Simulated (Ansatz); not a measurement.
H6NOSbSi, SMILES `N[SiH2][SbH][OH]`. Total charge 0; spin multiplicity 1. Correlated methods include outer-core shells of Sb, which these sets cover unevenly. Sb: def2 effective core potential.

Z-matrix (Å, degrees):
```
Si
Sb 1 2.581
N 1 1.723 2 106.6
H 1 1.493 2 107.9 3 -126.2
H 1 1.487 2 111.3 3 115.5
O 2 1.986 1 93.2 3 145.4
H 2 1.723 1 88.3 3 50.0
H 3 1.007 1 120.1 2 -61.8
H 3 1.007 1 120.0 2 153.4
H 6 0.960 2 109.4 1 154.6
```

**Question.** Give the diagnostics of a CCSD(T)/def2-TZVPP run (frozen core, Ansatz). (Best estimate.)

**Answer.** Ansatz gave: T1 = 0.0136, largest single amplitude 0.023, largest double 0.035, (T) share of the correlation energy 3.4 %, 10 CCSD cycles. The RHF solution is stable towards an unrestricted one. T1 lies under the customary mark of 0.02 for closed shells.
